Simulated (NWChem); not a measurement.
System: CH5ClO2Si; SMILES CO[SiH](O)Cl

Input file for NWChem:

```
start job
memory heap 200 mb stack 900 mb global 1100 mb
geometry units angstroms noautosym nocenter noautoz
  Si     0.575458     0.106019    -0.402964
  O      1.970463     0.633328     0.277916
  Cl    -1.030354     1.308191     0.121975
  O      0.256486    -1.406666     0.154809
  C     -0.935332    -2.140574     0.059444
  H      0.751593     0.188255    -1.866679
  H      2.057250     0.544845     1.232322
  H     -1.085294    -2.536317    -0.960356
  H     -0.878806    -2.993782     0.751541
  H     -1.813683    -1.529251     0.328945
end
basis spherical
  * library 6-311g**
end
dft
  xc b3lyp
  iterations 150
end
property
  shielding
end
task dft property
```

Output (shortened):

```
             Northwest Computational Chemistry Package (NWChem) 7.3.0
             --------------------------------------------------------

                             Geometry "geometry" -> ""
                             -------------------------

 Output coordinates in angstroms (scale by  1.889725989 to convert to a.u.)

  No.       Tag          Charge          X              Y              Z
 ---- ---------------- ---------- -------------- -------------- --------------
    1 Si                  14.0000     0.57545800     0.10601900    -0.40296400
    2 O                    8.0000     1.97046300     0.63332800     0.27791600
    3 Cl                  17.0000    -1.03035400     1.30819100     0.12197500
    4 O                    8.0000     0.25648600    -1.40666600     0.15480900
    5 C                    6.0000    -0.93533200    -2.14057400     0.05944400
    6 H                    1.0000     0.75159300     0.18825500    -1.86667900
    7 H                    1.0000     2.05725000     0.54484500     1.23232200
    8 H                    1.0000    -1.08529400    -2.53631700    -0.96035600
    9 H                    1.0000    -0.87880600    -2.99378200     0.75154100
   10 H                    1.0000    -1.81368300    -1.52925100     0.32894500

 Effective nuclear repulsion energy (a.u.)     307.7903483820

                              NWChem Property Module
                              ----------------------

  itol2e modified to match energy
  convergence criterion.

                                 NWChem DFT Module
                                 -----------------

 Summary of "ao basis" -> "ao basis" (spherical)
 ------------------------------------------------------------------------------
       Tag                 Description            Shells   Functions and Types
 ---------------- ------------------------------  ------  ---------------------
 Si                         6-311g**                12       26   6s5p1d
 O                          6-311g**                 8       18   4s3p1d
 Cl                         6-311g**                12       26   6s5p1d
 C                          6-311g**                 8       18   4s3p1d
 H                          6-311g**                 4        6   3s1p

  itol2e modified to match energy
  convergence criterion.

[...]

          -----------------------------------------
          Chemical Shielding Tensors (GIAO, in ppm)
          -----------------------------------------

                                NWChem CPHF Module
                                ------------------

  scftype          =     RHF
  nclosed          =       29
  nopen            =        0
  variables        =     3103
  # of vectors     =        3
  tolerance        = 0.10D-03
  level shift      = 0.00D+00
  max iterations   =       50
  max subspace     =       30

 SCF residual:    2.1842454550690252E-005

Iterative solution of linear equations
  No. of variables     3103
  No. of equations        3
  Maximum subspace       30
        Iterations       50
       Convergence  1.0D-04

   iter   nsub   residual    time
   ----  ------  --------  ---------
     1      3    2.33D-01     153.9
     2      6    1.03D-02     172.2
     3      9    4.85D-04     190.9
     4     12    2.61D-05     209.7

      Atom:    1  Si
        Diamagnetic
    883.5042     -0.7273     -0.2766
     -0.7273    882.2726      0.0913
     -0.2766      0.0913    873.9500

        Paramagnetic
   -503.6481     22.1433      8.5291
     22.1433   -496.9445      4.4941
      8.5291      4.4941   -516.9420

        Total Shielding Tensor
    379.8561     21.4159      8.2525
     21.4159    385.3281      4.5854
      8.2525      4.5854    357.0080

           isotropic =     374.0641
          anisotropy =      47.6200

          Principal Components and Axis System
                 1           2           3
              405.8107    362.3803    354.0012

      1         0.6595      0.6297     -0.4105
      2         0.7298     -0.6672      0.1490
      3         0.1801      0.3979      0.8996

      Atom:    2  O
        Diamagnetic
    396.8547      7.9199     12.9273
      7.9199    376.7593      2.4985
     12.9273      2.4985    396.2448

        Paramagnetic
   -107.8107     -5.5161     17.0831
     -5.5161   -111.4863     -3.5866
     17.0831     -3.5866   -153.7192

        Total Shielding Tensor
    289.0440      2.4038     30.0104
      2.4038    265.2729     -1.0881
     30.0104     -1.0881    242.5256

           isotropic =     265.6142
          anisotropy =      57.3188

          Principal Components and Axis System
                 1           2           3
              303.8267    265.3100    227.7058

      1         0.8976     -0.0153     -0.4405
      2         0.0436      0.9976      0.0541
      3         0.4387     -0.0678      0.8961

      Atom:    3  Cl
        Diamagnetic
   1150.4103     -4.2186     -1.2441
     -4.2186   1149.2810      1.0133
     -1.2441      1.0133   1144.8502

        Paramagnetic
   -238.2862   -110.0273    -68.5167
   -110.0273   -324.4461     64.6047
    -68.5167     64.6047   -288.9981

        Total Shielding Tensor
    912.1241   -114.2460    -69.7608
   -114.2460    824.8349     65.6180
    -69.7608     65.6180    855.8521

           isotropic =     864.2704
          anisotropy =     263.1652

          Principal Components and Axis System
                 1           2           3
             1039.7139    809.6717    743.4257

      1         0.7187      0.4864      0.4969
      2        -0.5223     -0.0942      0.8476
      3        -0.4591      0.8686     -0.1863

      Atom:    4  O
        Diamagnetic
    398.2246     17.8055     -0.6041
     17.8055    410.6692     -8.1265
     -0.6041     -8.1265    377.6933

        Paramagnetic
   -165.7855    -61.3014      7.8851
    -61.3014    -98.3454     -6.6551
      7.8851     -6.6551    -81.5461

[...]
```

Level: B3LYP/6-311G** (spherical d), GIAO. Structure relaxed at the PBE0/def2-SVP level. The printed shielding anisotropy is the first printed principal value minus the mean of the other two.
